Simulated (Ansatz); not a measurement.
Other settings, tried on the cluster Rb₂Br.

```yaml
crystal:
  periodic: [false, false, false]
  atoms:
    - {symbol: Rb, position_ang: [1.254733, 0.038956, 1.964281]}
    - {symbol: Rb, position_ang: [-1.741189, -1.164940, -1.022620]}
    - {symbol: Br, position_ang: [0.486457, 1.125985, -0.941651]}
basis:
  gaussian: {orbitals: def2-SVPD}
magnetization: {spin_polarized: true, initial_magnetization: 1}
hamiltonian: {xc: {name: RPBE}}
scf: {lower_state_search: off}
output: {forces: true}
```

```sh
$ ansatz run in.yaml --threads 4 --pin off --events-out ev --progress --plain --max-ram 3916MiB
```

Shortened log:

```
Functional definition: RPBE
1017 factors; their error is unknown
mean field evaluation 1: about -71347.7306 eV, gradient 1.4e1 eV
mean field evaluation 2: about -71341.0468 eV, gradient 3.3e1 eV
mean field evaluation 4: about -71349.3458 eV, gradient 1.6e0 eV
mean field evaluation 8: about -71349.3637 eV, gradient 3.4e-2 eV
mean field evaluation 16: about -71349.3445 eV, gradient 4.5e-5 eV
mean field -71349.34451182 eV, -2622.0400484869 hartree, gradient 2.7e-6 eV, S^2 0.750066; 0 other end points of the search recorded, 0 dependent functions left out
reference -71349.34457274 eV, -2622.0400507254 hartree; 27, 26 occupied and 68, 69 virtual orbitals, 1017 factors
Total energy: -71349.34457274 eV, -2622.0400507254 hartree
Atom 0 at     1.254733     0.038956     1.964281 Å, force     0.072601    -0.030275     0.163530 eV/Å
Atom 1 at    -1.741189    -1.164940    -1.022620 Å, force    -0.134550    -0.113387    -0.043199 eV/Å
Atom 2 at     0.486457     1.125985    -0.941651 Å, force     0.061949     0.143662    -0.120331 eV/Å
Dipole moment:    -0.203596    -0.471336     0.394231 e Å
Checks for a lower state left out: stability, starts, cluster_reference, orbital_swaps, neighbouring_geometries, increment
```

Run time 1.6 s (4 threads of Arm Neoverse V2 on a shared host).

In the def2 sets Rb takes a core potential; there is no spin–orbit coupling.
